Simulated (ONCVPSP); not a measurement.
rhodium (Rh): one change to an ONCV potential, before and after

Rh (Z = 45), optimised norm-conserving Vanderbilt (ONCV), made with ONCVPSP 4.0.1 (revPBE, scalar-relativistic). Core [Kr], reference 4d8 5s1. Waves: 5s: rc 2.70 bohr, ncon 4, nbas 7, qcut 2.8 1/bohr, 2 projectors, debl 0.3 Ha; p scattering state at 0.2 Ha: rc 2.70 bohr, ncon 4, nbas 9, qcut 3.6 1/bohr, 1 projector; 4d: rc 1.95 bohr, ncon 4, nbas 8, qcut 8.9 1/bohr, 2 projectors, debl 2.4 Ha. Local part: polynomial inside 1.75 bohr (lpopt 5, dvloc0 1 Ha). Core correction: none.

In the p channel the program set the typed energies aside and used 0.050 Ha.

Change: s: qcut 2.3; p: qcut 3; d: qcut 7.4.

Cutoffs: the cutoffs (Ha) at which the residual kinetic energy of the hardest occupied pseudo-wave falls to 1 and 0.1 mHa per electron; they do not see the model core or the augmentation charge, which bear on the density cutoff. Errors are all-electron minus pseudo energies relative to the spin-unpolarised reference configuration.

Task: What does the change do?

Result: The potential gets softer (24 Ha and 29 Ha → 21 Ha and 24 Ha); the lowest positive-energy flag moves from s at 5.8 eV to s at 13.3 eV; of the 4 tests that both files solve, the error grows in 2 and shrinks in 1 by more than 15 % and 0.3 meV (median size 32.2 → 33.7 meV); neither file shows a bound ghost.

```csv
quantity,base,changed
"cutoff, loose",24 Ha,21 Ha
"cutoff, tight",29 Ha,24 Ha
loose cutoff by channel,"s 3.4 Ha, d 24 Ha","s 5.1 Ha, d 21 Ha"
bound ghosts,none,none
GHOST(+) flags under 300 eV,s at 5.8 eV,s at 13.3 eV
"error for 4d8 5s0, meV [ΔE 7.33 eV]",+6.3,+9.7
"error for 4d7 5s0, meV [ΔE 26.75 eV]",+44,+36
"error for 4d6 5s0, meV [ΔE 59.18 eV]",-20,-32
"error for 4d7 5s1 5p1, meV [ΔE 6.64 eV]",-54,-46
s: phases at 2.73 bohr within 0.05 rad from the reference energy up to (Ha; the scan ends near 5),2.1,2.2
p: phases at 2.73 bohr within 0.05 rad from the reference energy up to (Ha; the scan ends near 5),0.5,0.5
d: phases at 1.98 bohr within 0.05 rad from the reference energy up to (Ha; the scan ends near 5),to the end of the scan,to the end of the scan
```
